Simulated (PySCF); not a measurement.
Al(Cl)(Br)(OMe) (CH₃AlBrClO), SMILES C[O][Al]([Br])[Cl]. Heavy atoms are numbered as in [Al:1]([Cl:2])([Br:3])[O:4][CH3:5]. Hydrogens are named by the atom that carries them.

Coordinates come from a TPSSh-D3(BJ)/def2-SVP optimisation. The structure was generated by enumeration; whether it is a known compound was not checked. Other conformers were not sampled.

Calculation: PBE0/pcSseg-1 (PySCF).

GIAO shieldings, no solvent; atoms alike by connectivity are averaged. δ = σ(ref) − σ: ³⁵Cl against HCl (σ = 945.9 ppm); ¹⁷O against H2O (σ = 334.2 ppm); ¹³C against TMS (σ = 186.3 ppm); ¹H against TMS (σ = 31.56 ppm), references at their B3LYP-D3(BJ)/def2-TZVP geometries, non-relativistic (without spin–orbit terms, shifts of atoms bonded to Cl or Br come out too high).

| atoms | nucleus | count | δ (ppm) |
|---|---|---|---|
| Cl2 | ³⁵Cl | 1 | [?] |
| O4 | ¹⁷O | 1 | 50.0 |
| C5 (CH3) | ¹³C | 1 | 57.8 |
| H on C5 | ¹H | 3 | [?] |

**Question.** What belongs in the gaps? (An estimate is asked for; the answer gives what the named calculation found.)

**Answer.** 
- Cl2, δ (ppm): -11.2
- H on C5, δ (ppm): 4.25
